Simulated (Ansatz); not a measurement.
`OBSCO` + `O[SiH2][SiH3]` → `BSCO` + `O[SiH](O)[SiH3]`  (redistribution)

Calculated with Ansatz (gas phase, PBE0-D4/def2-TZVP geometries, no zero-point term in ΔE). CBS: MP2 limit from def2 TZ/QZ plus the TZ coupled-cluster correction, frozen cores. This one scheme is used for every species. DFT in def2-TZVPP. B3LYP here is the variant with VWN-RPA as its local correlation; programs differ in this. One conformer a species, not always the lowest.

(1) Is it downhill or uphill in electronic energy at CCSD(T)/CBS, and by how much? (Best estimate.)

(2) What do these levels give: PBE0-D4, B3LYP-D4, PBE, SCS-MP2/def2-TZVPP, CCSD(T)/def2-TZVPP, HF/CBS(def2)? (Best estimate.)

Largest T1 diagnostic among the species: 0.014.

Results:

(1) Computed: Uphill: ΔE = +1.2 kcal/mol.

(2) Ansatz gave: PBE0-D4 2.8, B3LYP-D4 2.1, PBE 3.1, SCS-MP2/def2-TZVPP 1.3, CCSD(T)/def2-TZVPP 1.6, HF/CBS(def2) 1.7 kcal/mol.
